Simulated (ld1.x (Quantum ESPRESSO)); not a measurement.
The numbers below are computed, except where a source is named.
## Potentials for phosphorus (P) compared

Generated with ld1.x 7.5 (TM, RRKJ, ultrasoft, PAW), atompaw 4.2 or ONCVPSP 4.0.1. The cutoff is in Ry: for ld1.x and atompaw files where the sum of valence levels is converged to 10 mRy in a Bessel basis, for ONCV files where the hardest occupied wave has 1 mHa per electron of residual kinetic energy. The error is the largest all-electron minus pseudo excitation energy over each file’s own four to seven test configurations (ionisations up to +4, promotions, holes and added fractions of an electron), all of which were solved. The labels leave out finer settings (local radius, basis sizes, second energies), which also bear on the numbers. Spin-polarised tests are not counted. The rows are a selection from randomly drawn settings: files with unsolved tests, undetermined cutoffs or missed reference levels are left out.

```tsv
potential	cutoff (Ry)	largest error (meV)	bound ghosts
TM, LDA (PZ), scalar-relativistic, rc 1.50/1.80/1.75 (spd), local smoothed, core correction yes, reference 3s2 3p3	21	+100	none
TM, PBE, scalar-relativistic, rc 1.70/1.45/1.50 (spd), local p, core correction no, reference 3s2 3p3	35	+193	none
TM semilocal, PBEsol, scalar-relativistic, rc 1.25/1.55/1.65 (spd), local d, core correction yes, reference 3s2 3p3	45	+80	none
TM, PBEsol, non-relativistic, rc 1.50/1.90 (sp), local smoothed, core correction yes, reference 3s1 3p4	18	+89	none
ultrasoft, LDA (PZ), non-relativistic, rc 1.55/1.60/1.80 (spd), local smoothed, core correction no, reference 3s1.5 3p3.5	12	+18	none
PAW, PBE, non-relativistic, rc 1.55/1.40 (sp), local smoothed, core correction yes, reference 3s1 3p4	15	-113	none
ultrasoft, PBE, scalar-relativistic, rc 1.55/1.95/1.85 (spd), local smoothed, core correction yes, reference 3s2 3p2	15	-21	none
```

Fill in the row for P: RRKJ, LDA (PZ), non-relativistic, rc 1.75/2.00/1.65 (spd), local s, core correction yes, reference 3s2 3p3.

cutoff 30 Ry, largest error +140 meV, bound ghosts: none.
